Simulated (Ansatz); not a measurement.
System: ReF₂, charge 0, multiplicity 4. The spin state was set by rule; other spins were not relaxed. SMILES: [F][Re][F]
Geometry from a B3LYP-D3(BJ)/def2-TZVP (Ansatz, an electronic-structure program) optimisation:
```xyz
3

Re     0.0000     0.0000     0.0000
F      0.0000     0.0000    -1.8569
F      0.0000     0.0000     1.8569
```
Charge 0, spin multiplicity 4.

Wanted: vertical ionisation energy (to the quintet state of charge +1; each state is the SCF solution reached for its spin; the UHF <S^2> is 4.39 for the quartet (pure: 3.75)), in eV. Correlated levels leave the core frozen unless marked. UHF or UKS for open shells. Spin-orbit coupling is left out. The frozen core is the preceding noble-gas configuration, with the filled d and f shells of earlier blocks. In def2 rows, elements after Kr have scalar-relativistic effective core potentials. 

```tsv
level	program	vertical ionisation energy (eV)
SVWN5/def2-TZVPD	Ansatz	9.26
B3LYP/def2-TZVPD	Ansatz	9.23
BHLYP/def2-TZVPD	Ansatz	9.14
wB97M-V/def2-TZVPD	Ansatz	9.21
wB97X-V/def2-TZVPD	Ansatz	9.19
CCSD(T)/def2-TZVPPD	Ansatz	8.92
```
